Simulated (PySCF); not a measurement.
CHF, SMILES [CH]F (connectivity only; charge and spin as stated), neutral, multiplicity 1.

The structure is a stationary point at B3LYP-D3(BJ)/def2-TZVPD. The isomer is the one that the SMILES or the coordinates give; other isomers of the formula were not compared.

Level of theory: TDA-CAM-B3LYP/def2-TZVPD run with PySCF 2.14.0.

Vertical excitations.  State labels are in the subgroup Cs.

```tsv
state	symmetry	energy (eV)	λ (nm)	f	main pairs
S1	A"	2.41	514	0.010	HOMO→LUMO 98 %
S2	A'	6.62	187	0.076	HOMO→LUMO+1 97 %
S3	A'	7.61	163	0.027	HOMO→LUMO+2 84 %
S4	A"	8.44	147	0.036	HOMO−1→LUMO 88 %
S5	A"	8.62	144	0.002	HOMO→LUMO+4 90 %
S6	A'	8.68	143	0.031	HOMO→LUMO+3 93 %
S7	A'	9.41	132	0.068	HOMO→LUMO+5 81 %
S8	A'	10.03	124	0.081	HOMO→LUMO+6 89 %
S9	A"	10.07	123	0.003	HOMO−3→LUMO 97 %
S10	A"	10.76	115	0.093	HOMO→LUMO+7 96 %
T1	A"	0.67	1845	0	HOMO→LUMO 97 %
T2	A'	6.18	201	0	HOMO→LUMO+1 85 %
T3	A"	7.10	175	0	HOMO−1→LUMO 94 %
T4	A'	7.14	174	0	HOMO→LUMO+2 71 %, HOMO→LUMO+5 15 %
```
Triplets are in the Tamm–Dancoff approximation.
